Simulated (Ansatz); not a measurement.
One change: `[GeH3][O]C1CO1` becomes `BC1CO1`.

Ansatz, PBE0-D4/def2-TZVP geometries, multiplicity 1. Each molecule was computed in one conformer, which needn't be the lowest.

Scalar relativity is left out up to krypton.

| property | `[GeH3][O]C1CO1` |
| --- | --- |
| HOMO energy (ωB97M-V/def2-TZVPP) / eV | -10.14 |
| LUMO energy (PBE/def2-TZVPP) / eV | -0.71 |
| HOMO–LUMO gap (B3LYP/def2-TZVPP) / eV | 7.47 |
| HOMO–LUMO gap (PBE/def2-TZVPP) / eV | 5.59 |
| HOMO energy (PBE0/def2-TZVPP) / eV | -7.79 |
| size of the dipole moment (B3LYP/def2-TZVPP) / D | 3.06 |

Q: What does the change do to each property? (Best estimate.)

A: Computed: 
```json
{"property": "HOMO energy (ωB97M-V/def2-TZVPP) / eV", "`BC1CO1`": "-10.44", "shift": "-0.30"}
{"property": "LUMO energy (PBE/def2-TZVPP) / eV", "`BC1CO1`": "-2.60", "shift": "-1.89"}
{"property": "HOMO–LUMO gap (B3LYP/def2-TZVPP) / eV", "`BC1CO1`": "5.91", "shift": "-1.56"}
{"property": "HOMO–LUMO gap (PBE/def2-TZVPP) / eV", "`BC1CO1`": "3.77", "shift": "-1.82"}
{"property": "HOMO energy (PBE0/def2-TZVPP) / eV", "`BC1CO1`": "-8.01", "shift": "-0.22"}
{"property": "size of the dipole moment (B3LYP/def2-TZVPP) / D", "`BC1CO1`": "1.72", "shift": "-1.34"}
```

With PBE0 the HOMO falls by 0.22 eV and the LUMO falls by 1.75 eV, so the gap narrows by about 1.53 eV. PBE moves the HOMO by -0.06 eV and ωB97M-V by -0.30 eV. Dipoles are sizes alone; their direction can turn.

B3LYP here is the variant with VWN-RPA as its local correlation; programs differ in this.
